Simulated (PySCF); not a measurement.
Isomers of C6H11NSSi, one GFN2-xTB conformer each. Single-point energies are computed at PBE0/pcSseg-1 (PySCF, gas phase, no added dispersion term), electronic only.

Question: Rank them by PBE0/pcSseg-1 energy, lowest first (kcal/mol).
A. `[CH2:1]=[N:2][C@@H:3]1[CH2:4][C@@:5]12[CH2:6][C@H:7]2[S:8][SiH3:9]` with C1–N2–C3–C4 -144°, C6–C7–S8–Si9 146°
B. `[SiH3:1][C:2](=[C:3]=[S:4])[N:5]1[CH2:6][CH2:7][CH2:8][CH2:9]1` with Si1–C2–N5–C6 -38°, C2–N5–C6–C7 -173°, N5–C6–C7–C8 40°, C6–C7–C8–C9 -34°, C7–C8–C9–N5 16°
C. `[CH3:1][S:2][Si@@:3]1([CH3:4])[CH2:5][CH2:6][C@@H:7]1[C:8]#[N:9]` with C1–S2–Si3–C4 -45°, S2–Si3–C5–C6 115°, Si3–C5–C6–C7 -8°, C5–C6–C7–C8 126°, S2–Si3–C7–C6 -121°
D. `[CH3:1][CH2:2][S:3][C@@H:4]1[CH2:5][CH2:6][Si@H:7]1[C:8]#[N:9]` with C1–C2–S3–C4 -80°, C2–S3–C4–C5 -75°, S3–C4–C5–C6 -126°, C4–C5–C6–Si7 8°, C5–C6–Si7–C8 -116°, S3–C4–Si7–C6 125°

Answer: C (0.0), D (26.3), B (49.9), A (62.2).

As drawn, the lowest has a four-membered ring, a C≡N group and an Si–C bond, which the highest lacks; the highest has a three-membered ring, a C=N bond and a quaternary carbon, which the lowest lacks. GFN2-xTB itself gives, in the same order: 8.1, 32.0, 0.0, 10.7. GFN2-xTB puts [SiH3]C(=C=S)N1CCCC1 lowest instead; measured from each level's own lowest isomer, the values differ by up to 51.5 kcal/mol (C=N[C@@H]1C[C@@]12C[C@H]2S[SiH3]: 10.7 against 62.2).

Which frontier levels, dipoles and rotational constants go with these structures?

```json
{"SMILES": "CS[Si@@]1(C)CC[C@@H]1C#N", "HOMO (eV, PBE0/pcSseg-1)": "-7.11", "LUMO (eV)": "-0.16", "dipole (D)": "4.84", "A, B, C (MHz)": "1900, 749.9, 691.6"}
{"SMILES": "CCS[C@@H]1CC[Si@H]1C#N", "HOMO (eV, PBE0/pcSseg-1)": "-6.55", "LUMO (eV)": "-1.03", "dipole (D)": "3.87", "A, B, C (MHz)": "1919, 629.6, 555.2"}
{"SMILES": "[SiH3]C(=C=S)N1CCCC1", "HOMO (eV, PBE0/pcSseg-1)": "-5.23", "LUMO (eV)": "-2.03", "dipole (D)": "2.90", "A, B, C (MHz)": "1653, 772.9, 541.8"}
{"SMILES": "C=N[C@@H]1C[C@@]12C[C@H]2S[SiH3]", "HOMO (eV, PBE0/pcSseg-1)": "-6.46", "LUMO (eV)": "-0.59", "dipole (D)": "2.86", "A, B, C (MHz)": "1396, 1164, 772.5"}
```
